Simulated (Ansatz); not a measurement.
```xyz
9

C     1.1405    0.7426    1.8512
C     0.5846    0.2848    0.7653
C    -0.0196   -0.1469   -0.2877
O     0.4543   -0.8475   -1.4349
Si   -1.2009   -0.5686   -1.5440
H     1.5536    1.7464    1.8969
H     1.2199    0.1334    2.7473
H    -2.0849   -1.7469   -1.4306
H    -1.6474    0.4028   -2.5636
```

The species carries charge 0 and has multiplicity 1.

Problem. List the CAM-B3LYP/def2-TZVPP orbital energies in eV (Ansatz). (An estimate is asked.)

Solution. The calculation gave: Occupied: -1802.18, -522.99, -280.25, -279.16, -279.10, -146.69, -102.07, -102.01, -101.98, -30.57, -23.52, -20.67, -17.41, -15.80, -14.72, -14.14, -13.34, -13.15, -11.29, -10.73, -8.64, -8.10. Lowest empty: -0.03, 0.64, 1.48, 1.94, 2.49, 3.04, 4.32, 4.36.
